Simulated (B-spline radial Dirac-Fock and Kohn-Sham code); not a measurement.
ΔSCF core binding energies without Breit or QED terms, calculated with a radial atomic solver.

A sound run for Pm⁵⁺ in the configuration [Kr] 4d10 4f3 5s2 5p5: The ground state converged in 10 iterations, with total energy -10016.90582 Ha, virial ratio 1.92487 and highest orbital energy -77.79 eV. ΔSCF binding energies: K (1s) 45444.9 eV, L3 (2p3/2) 6553.1 eV, M5 (3d5/2) 1110.5 eV.

A second run, with one unsound setting: The ground state converged in 9 iterations, with total energy -10010.79194 Ha, virial ratio 1.92149 and highest orbital energy -45.80 eV. ΔSCF binding energies: K (1s) 45412.6 eV, L3 (2p3/2) 6522.8 eV, M5 (3d5/2) 1082.1 eV.

```
iter   energy (Ha)        error
   1   -10004.03373764  2.02e+00
   2   -10009.01128456  4.16e-01
   3   -10010.68616702  9.63e-02
   4   -10010.78598311  2.25e-02
   5   -10010.79029322  1.25e-02
   6   -10010.79193732  5.67e-04
   7   -10010.79194088  4.07e-05
   8   -10010.79194089  5.89e-06
   9   -10010.79194089  2.44e-07
```

Q: Which fault fits the second run best?
A. unbound anion
B. overfilled shell
C. box too small
D. too few iterations

A: C. The input had rmax = 2.0: rmax squeezes the outer orbitals.
